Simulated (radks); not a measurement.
Problem. These are the eigenvalues of the occupied orbitals of an atom or ion with whole-number occupations (eV). Calculated with a radial shooting solver on a logarithmic mesh with Libxc functionals: scalar-relativistic Kohn-Sham, Slater X-alpha with alpha = 1.008, spin-polarised, spherical densities, finite nucleus; Fermi nuclear charge, rms radius of each element as measured or else 0.836 A^(1/3) + 0.57 fm.

orbital  eigenvalue
1s up     -88481.08
1s down   -88481.02
2s up     -15922.99
2s down   -15922.97
2p up     -13692.06
2p down   -13692.04
3s up     -3867.352
3s down   -3867.327
3p up     -3225.702
3p down   -3225.678
3d up     -2569.671
3d down   -2569.653
4s up     -910.4810
4s down   -910.4428
4p up     -699.0125
4p down   -698.9678
4d up     -453.3446
4d down   -453.2952
5s up     -183.7010
5s down   -183.6085
4f up     -180.9431
4f down   -180.8914
5p up     -124.1960
5p down   -124.0041
5d up      -57.0816
5d down    -56.4083
6s up      -42.2125

Which element is it, and in what charge state? The configuration may be excited. Open shells, if any, are filled with parallel spins first.

Solution. Z = 82, lead, charge +3: Pb3+ in [Xe] 4f14 5d10 6s1. The list shows which subshells hold electrons but not how many an open one holds; the 1s level, -3251.6 hartree, gives Z - s = 80.6 by -(Z - s)^2/2, which with screening and relativity narrows Z to a few neighbours, and the depths of the outer levels then fix element, charge and occupations together.
